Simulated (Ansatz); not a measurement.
Consider the redistribution: `[CH3][Sc]([NH2])[OH]` + `BC(Cl)BO` → `[CH3][Sc]([OH])[OH]` + `BC(Cl)BN`.

Program: Ansatz. Geometries: PBE0-D4/def2-TZVP. ΔE: electronic, gas phase. CBS: MP2 limit from def2 TZ/QZ plus the TZ coupled-cluster correction, frozen cores. DFT in def2-TZVPP. B3LYP here is the variant with VWN-RPA as its local correlation; programs differ in this. For Sc outer-core shells are correlated without core-valence functions, which leaves a few kJ/mol of doubt a bond. Scalar relativity is left out up to krypton. One conformer a species, not always the lowest.

```
             level  ΔE (kJ/mol)
               PBE        -52.2
             B3LYP        -55.5
SCS-MP2/def2-QZVPP        -57.6
    CCSD/CBS(def2)        -55.9
```

(1) What does CCSD(T)/CBS give? (Estimate.)

Largest T1 diagnostic among the species: 0.015.

## Answers

(1) Computed: -55.1 kJ/mol. The listed levels differ from it by 2.9, -0.4, -2.5, -0.8 kJ/mol.

CCSD(T)/CBS has its own doubt, a few kJ/mol and more with outer-core shells, so smaller differences from it don't rank the levels.
